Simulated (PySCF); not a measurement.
# Worked example: chemical shift, span and skew from a shielding tensor

Be(iPr)(SeH) (C₃H₈BeSe), SMILES [SeH][Be][CH](C)C. Atoms are numbered in the order given.

```xyz
13

Be    -0.2777    -0.1345     0.0365
C     -1.5500    -1.0435    -0.6077
C     -1.1236    -2.4692    -1.0077
C     -2.2605    -0.3332    -1.7761
H     -2.2886    -1.1400     0.2166
H     -1.9846    -3.0622    -1.3669
H     -0.3821    -2.4556    -1.8256
H     -0.6718    -3.0225    -0.1673
H     -2.6340     0.6655    -1.4941
H     -3.1260    -0.9182    -2.1375
H     -1.5846    -0.1974    -2.6385
Se     1.2592     0.9618     0.8091
H      0.5740     1.0420     2.1063
```

Geometry optimised at ωB97X-D3(BJ)/def2-SVP. The values are those of a single conformer.

GIAO shieldings from PBE/pcSseg-1 (PySCF), non-relativistic, no solvent. The symmetric part of the tensor of Se12 has the principal values 2030.1, 2132.3, 2365.4 ppm. The same nucleus in Me2Se has σ = 1634.8 ppm at this level (PySCF, at its B3LYP-D3(BJ)/def2-TZVP geometry).

Work out the isotropic shielding, the ⁷⁷Se shift against Me2Se, the span and the skew.


σ(iso) = (σ11 + σ22 + σ33)/3 = 2175.9 ppm. δ = σ(ref) − σ(iso) = 1634.8 − (2175.9) = -541.1 ppm.
Span Ω = σ33 − σ11 = 335.3 ppm. Skew κ = 3(σ(iso) − σ22)/Ω = 0.39. Tumbling in solution averages the tensor to δ; in a static solid the shielding alone would spread this spin-1/2 line over Ω.
